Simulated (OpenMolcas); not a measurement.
# Ni6+, Pd6+, Pt6+: d4 down the group

```
Program             : OpenMolcas 26.06
Method              : MS-CASPT2, IPEA 0.25 Eh, imaginary shift 0.1 Eh
Basis               : ANO-R2
Scalar Hamiltonian  : X2C, finite nucleus
Spin-orbit coupling : state interaction with AMFI integrals over the reference wave functions, term energies averaged over their components
```

Active space for each ion: 4 electrons in 5 orbitals (d); closed shells correlated by CASPT2: Ni6+ 3s 3p; Pd6+ 4s 4p; Pt6+ 5s 5p.

Computed levels in cm-1 above 5D0:

```csv
Level,Ni6+,Pd6+,Pt6+
5D1,285,962,7550
5D2,825,2410,13420
5D3,1579,4090,17490
5D4,2510,5890,19430
3H4,32590,22030,29080
3P1(1),32650,24110,35940
3H5,33240,24250,35980
3H6,33930,25850,39070
3F2(1),35240,25900,34210
weight of 5D in the lowest level (%),99,94,56
```

Mixed levels, with the weight of the term that names them: Pd6+ 3H4 (72 %), Pt6+ 5D0 (56 %), Pt6+ 5D4 (53 %), Pt6+ 3H4 (52 %), Pt6+ 3P1(1) (70 %), Pt6+ 3H5 (74 %), Pt6+ 3H6 (70 %), Pt6+ 3F2(1) (58 %).

Measured, with the error of the calculation in %. Measured levels: Ni6+ from Corliss and Sugar, J. Phys. Chem. Ref. Data 10, 197 (1981).

| Level | Ni6+ |
| --- | --- |
| 5D1 | 279 (+2.2) |
| 5D2 | 804 (+2.7) |
| 5D3 | 1520 (+3.9) |
| 5D4 | 2392 (+4.9) |
| 3H4 | 31672 (+2.9) |
| 3P1(1) | 31836 (+2.6) |
| 3H5 | 32286 (+3.0) |
| 3H6 | 32877 (+3.2) |
| 3F2(1) | 34247 (+2.9) |

The fine-structure level 5D4 changes by a factor of 7.74 from Ni6+ to Pt6+.

Without spin-orbit coupling 3H lies 31890, 20920, 18980 cm-1 above 5D in that order; the difference to the level 3H4, of either sign, comes from spin-orbit coupling, which also lowers the zero.

CASPT2 does not keep the components of a term degenerate, so their means are used; among the terms shown or strongly mixed into the levels shown the widest spread is 910 cm-1 (5d4 1I, Pt6+). The CASPT2 spread within a term exceeds the gap to the next term for 5d4 3D and 5d4 1I, so the order of their levels is uncertain (holds for Pt6+). Measured partners are found by configuration, term and J. A level has none where our copy of the source lacks it or the pairing is in doubt (some pairs that miss far off the trend of their configuration count as doubtful), and it then counts in no deviation. Levels of configurations outside the active space are missing.

A number in round brackets counts repeated terms of one configuration in the order of the reference energies.
